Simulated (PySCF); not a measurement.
PySCF input (BP86/6-31G* with LANL2DZ past Ar (5d)):

```python
from pyscf import gto, dft

mol = gto.M(
    atom='''
    Ga   -0.00000000   -0.00000000   -0.05281953
    H     0.00000000    0.00000000    1.63740538
    ''',
    basis={'default': '6-31g*', 'Ga': 'lanl2dz'},
    ecp={'Ga': 'lanl2dz'},
    charge=1,
    spin=1,
    symmetry='C2v',
    verbose=4,
)

mf = dft.UKS(mol, xc='bp86')
mf.grids.level = 3
mf.conv_tol = 1e-9
mf.max_cycle = 100
mf.max_memory = 1500
mf.kernel()
if not mf.converged:
    mf = mf.newton()
    mf.kernel(mf.make_rdm1())
mf.dip_moment()
```

From the last part of the output:

```
tot grids = 30712
init E= 7.2030291742121
alpha HOMO (A1) = -0.0981841778712558  LUMO (B1) = 0.00403324417741445
beta  HOMO (A1) = -0.271130904661052  LUMO (A1) = -0.0981841778712558

WARN: HOMO -0.0981841778712558 >= LUMO -0.0981841778712558

WARN: alpha-A1 HOMO -0.0981841778712558 > system LUMO -0.0981841778712558

WARN: beta-A1 LUMO -0.0981841778712558 < system HOMO -0.0981841778712558

cycle= 1 E= -2.24676528147423  delta_E= -9.45  |g|= 0.192  |ddm|= 1.68
alpha HOMO (A1) = -0.489649792755205  LUMO (B1) = -0.401799212560506
beta  HOMO (A1) = -0.628568885486621  LUMO (A1) = -0.436857949526048
  HOMO = -0.489649792755  LUMO = -0.436857949526  gap/eV = 1.43654
cycle= 2 E= -2.26861707051156  delta_E= -0.0219  |g|= 0.171  |ddm|= 0.818
alpha HOMO (A1) = -0.510033971661342  LUMO (B1) = -0.368020082160026
beta  HOMO (A1) = -0.641337563787501  LUMO (A1) = -0.44631694796563
  HOMO = -0.510033971661  LUMO = -0.446316947966  gap/eV = 1.73383
cycle= 3 E= -2.31623312220249  delta_E= -0.0476  |g|= 0.0153  |ddm|= 0.406
alpha HOMO (A1) = -0.504714620085337  LUMO (B1) = -0.358838887577697
beta  HOMO (A1) = -0.626265510784663  LUMO (A1) = -0.434183990389867
  HOMO = -0.504714620085  LUMO = -0.43418399039  gap/eV = 1.91924
cycle= 4 E= -2.31674572091699  delta_E= -0.000513  |g|= 0.00533  |ddm|= 0.0522
alpha HOMO (A1) = -0.505917503543312  LUMO (B1) = -0.357953111834947
beta  HOMO (A1) = -0.628404743166411  LUMO (A1) = -0.434445579498666
  HOMO = -0.505917503543  LUMO = -0.434445579499  gap/eV = 1.94485
cycle= 5 E= -2.3167962096695  delta_E= -5.05e-05  |g|= 0.000811  |ddm|= 0.0156
alpha HOMO (A1) = -0.506185678928009  LUMO (B2) = -0.357911269440182
beta  HOMO (A1) = -0.62852122945435  LUMO (A1) = -0.434287924032076
  HOMO = -0.506185678928  LUMO = -0.434287924032  gap/eV = 1.95644
cycle= 6 E= -2.31679752056283  delta_E= -1.31e-06  |g|= 3.86e-05  |ddm|= 0.00314
alpha HOMO (A1) = -0.506187334352711  LUMO (B2) = -0.357909742264579
beta  HOMO (A1) = -0.628520152060395  LUMO (A1) = -0.434324838542803
  HOMO = -0.506187334353  LUMO = -0.434324838543  gap/eV = 1.95548
cycle= 7 E= -2.31679752296998  delta_E= -2.41e-09  |g|= 1.01e-05  |ddm|= 9.57e-05
alpha HOMO (A1) = -0.506184556565356  LUMO (B2) = -0.35790736455756
beta  HOMO (A1) = -0.628521686797825  LUMO (A1) = -0.434328646787721
  HOMO = -0.506184556565  LUMO = -0.434328646788  gap/eV = 1.95530
cycle= 8 E= -2.31679752313439  delta_E= -1.64e-10  |g|= 4.13e-07  |ddm|= 3.53e-05
alpha HOMO (A1) = -0.50618459482298  LUMO (B2) = -0.357907310600059
beta  HOMO (A1) = -0.62852160025615  LUMO (A1) = -0.43432904604528
  HOMO = -0.506184594823  LUMO = -0.434329046045  gap/eV = 1.95529
Extra cycle  E= -2.31679752313487  delta_E= -4.73e-13  |g|= 9.47e-08  |ddm|= 1.33e-06
converged SCF energy = -2.31679752313487  <S^2> = 0.75779754  2S+1 = 2.0077824

WARN: System has nonzero charge 1; the dipole moment is origin-dependent.
Location of origin: [0. 0. 0.]

Dipole moment(X, Y, Z, Debye):  0.00000,  0.00000, -0.00712
```

The dipole moment of an ion depends on the origin.
